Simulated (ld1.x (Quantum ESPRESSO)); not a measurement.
## What the settings do to the PAW potential of osmium (Os)

Base potential:

ld1.x (Quantum ESPRESSO) 7.5 input, shortened:

```
&input
   title='Os', zed=76., rel=1, dft='PBE', iswitch=3,
   config='[Xe] 4f14 5d6.5 6s1.5 6p0'
 /
 &inputp
   pseudotype=3, lpaw=.true., tm=.true., lloc=-1, rcloc=2.05,
   nlcc=.true., new_core_ps=.true., rcore=1.45,
   which_augfun='BESSEL', rmatch_augfun=1.15
 /
6
6S  1  0   1.50   0.00  2.30  2.95  0.0
6S  1  0   0.00   0.90  2.30  2.95  0.0
5P  2  1   6.00   0.00  1.75  2.40  0.0
6P  3  1   0.00   0.00  1.75  2.40  0.0
5D  3  2   6.50   0.00  1.60  2.05  0.0
5D  3  2   0.00   0.50  1.60  2.05  0.0
 &test
   configts(1)='5p6 5d6.5 6s1.5 6p0'
 /
```

Cutoffs, loose and tight: the cutoffs (Ry, on a coarse ladder) from which the occupation-weighted sum of valence levels, in a spherical-Bessel basis at the reference potential, stays within 10 and 1 mRy of its value at 400 Ry. They do not see the model core or the augmentation charge, which bear on the density cutoff. Test errors are all-electron minus pseudo excitation energies from the reference, over the configurations 5p6 5d6 6s2 6p0; 5p6 5d6 6s1 6p0; 5p6 5d6 6s0 6p0; 5p6 5d5 6s2 6p0; 5p6 5d7 6s1 6p0; 5p6 5d5 6s0 6p0; 5p5 5d6 6s2 6p0. A dash means not determined; rows that change the core or the reference have their own tests. The largest error is taken over the tests solved by every variant that gives reliable tests at all: 5p6 5d5 6s0 6p0; 5p6 5d5 6s2 6p0; 5p6 5d6 6s0 6p0; 5p6 5d6 6s1 6p0; 5p6 5d6 6s2 6p0.

A true bound ghost makes a file unfit for plane-wave use even where its test errors are small: the radial tests pick states by their node count and pass the ghost by. Where a test does run into it, the solver fails or the error is huge.

Cutoffs are not given where the Bessel-basis levels miss the radial ones by over 6 mRy, ghosts where they miss by over 20 mRy; a channel whose overlap is not positive is not tested.

A file whose overlap is not positive is unfit for use, and its test errors describe a broken file.

```tsv
change	outcome	cutoff, loose	cutoff, tight	bound ghosts	largest test error (meV)
base	generated	25 Ry	40 Ry	s	-79
all radii but the core radius scaled by about 0.79 (s 2.34, p 1.90, d 1.64 bohr, rcut 1.82/1.40/1.28); local potential all-electron potential smoothed inside 1.64 bohr (lloc = -1); augmentation BESSEL, radius 0.92 bohr	generated, overlap not positive	–	–	s (p not tested, overlap not positive)	-17
all radii but the core radius scaled by about 0.87 (s 2.56, p 2.08, d 1.78 bohr, rcut 2.00/1.52/1.40); local potential all-electron potential smoothed inside 1.78 bohr (lloc = -1); augmentation BESSEL, radius 1.00 bohr	generated, overlap not positive	–	–	s (p not tested, overlap not positive)	test run stopped at test 1 of 7 (negative rho)
all radii but the core radius scaled by about 1.14 (s 3.36, p 2.74, d 2.34 bohr, rcut 2.62/2.00/1.82); local potential all-electron potential smoothed inside 2.34 bohr (lloc = -1); augmentation BESSEL, radius 1.32 bohr	generated	18 Ry	30 Ry	none	test run stopped at test 1 of 7 (negative rho)
all radii but the core radius scaled by about 1.37 (s 4.04, p 3.28, d 2.80 bohr, rcut 3.16/2.40/2.20); local potential all-electron potential smoothed inside 2.80 bohr (lloc = -1); augmentation BESSEL, radius 1.58 bohr	generated	12 Ry	21 Ry	none	test run stopped at test 1 of 7 (negative rho)
```

(1) What comes out with this change to the base: all radii but the core radius scaled by about 1.03 (s 3.04, p 2.48, d 2.12 bohr, rcut 2.38/1.80/1.66); local potential all-electron potential smoothed inside 2.12 bohr (lloc = -1); augmentation BESSEL, radius 1.18 bohr?

(2) What comes out with this change to the base: all radii but the core radius scaled by about 1.27 (s 3.74, p 3.04, d 2.60 bohr, rcut 2.92/2.22/2.02); local potential all-electron potential smoothed inside 2.60 bohr (lloc = -1); augmentation BESSEL, radius 1.46 bohr?

Results:

(1) outcome: generated; cutoff, loose: 25 Ry; cutoff, tight: 40 Ry; bound ghosts: s; largest test error (meV): -115.

(2) outcome: generated; cutoff, loose: 15 Ry; cutoff, tight: 25 Ry; bound ghosts: none; largest test error (meV): test run stopped at test 1 of 7 (negative rho).

Reading the sweep of the scale of all radii but the core radius (base = 1) (base included, trends over the rows without a ghost): Bound ghosts are found at 0.79, 0.87, 1, 1.03.
